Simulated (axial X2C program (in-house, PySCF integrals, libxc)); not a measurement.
## What spin–orbit coupling does to CaI

Computed with an in-house relativistic program for diatomic molecules. Spin-free means the one-electron spin-free X2C Hamiltonian; two-component (2c) means X2C with spin–orbit coupling and atomic mean-field two-electron Coulomb and Gaunt terms, so the difference of the two also holds small scalar two-electron terms. Basis: I dyall-cv3z [11s12p8d4f1g], Ca dyall-cv3z [11s12p6d4f] (cores contracted in-house); Gaussian nuclei, density fitting, unrestricted open shells. Masses: I 126.904 u, Ca 39.963 u.

Spin-free state: M_S = 1/2, Λ = 0 (beyond evenly filled blocks: σα); fragments I + Ca.

```csv
level,Re (Å),ωe (cm⁻¹),De (eV),μ (D)
PBE0,2.822,239.1,3.261,4.26
HF,2.912,228.2,2.763,4.66
MP2,2.901,230.2,3.196,n/a
CCSD,2.899,229.8,2.885,n/a
CCSD(T),2.900,229.6,2.960,n/a
BP86,2.819,235.2,3.243,4.32
```

Correlated methods: 9 electrons correlated (number of frozen shells: I 4 s, 3 p, 2 d; Ca 3 s, 2 p), 299 virtual spin orbitals or spinors in MP2, 90 natural virtuals in coupled cluster.

Dipoles are positive if Ca is the positive end.

Two-component determinant lowest at the distance of the search:

Ω = 1/2 (⟨Sz⟩ = 0.50, ⟨Lz⟩ = 0.00 at HF); fragments I + Ca.

| level | Re (Å) | ωe (cm⁻¹) | De (eV) | μ (D) |
| --- | --- | --- | --- | --- |
| PBE0 | 2.825 | 238.0 | 2.996 | 4.23 |
| HF | 2.915 | 227.3 | 2.458 | 4.64 |
| MP2 | 2.903 | 229.3 | 2.916 | n/a |
| CCSD | 2.902 | 229.2 | 2.597 | n/a |
| CCSD(T) | 2.902 | 229.0 | 2.674 | n/a |
| BP86 | 2.822 | 233.9 | 2.961 | 4.29 |

Problem. From the two tables, how do the constants change at the CCSD(T) level (2c against spin-free)?

Solution. At the CCSD(T) level Re increases by 0.002 Å and ωe falls by 0.6 cm⁻¹; De changes by -0.286 eV.

One determinant describes the state; a PBE0 search over occupations chose it and may have missed a lower one. Dissociation energies refer to the lowest single-determinant-based atoms at the same level and basis. Density functionals use the spin component along the axis (collinear). Coupled cluster ran in a truncated set of natural virtual spinors; the MP2 energy of the rest was added. (T) has no such correction and the atoms are truncated less, which lowers De at CCSD(T) by a hundredth of an eV or more. The functionals have no current-density term, which raises determinants with orbital currents, atoms included. The outer-core s and p shells of the metal are frozen in the correlated rows, which leaves out core–valence correlation; for alkali and alkaline-earth bonds that tends to lengthen them. With the outer-core shells frozen, correlated bond lengths of heavy atoms tend to come out a few hundredths of an ångström too long.
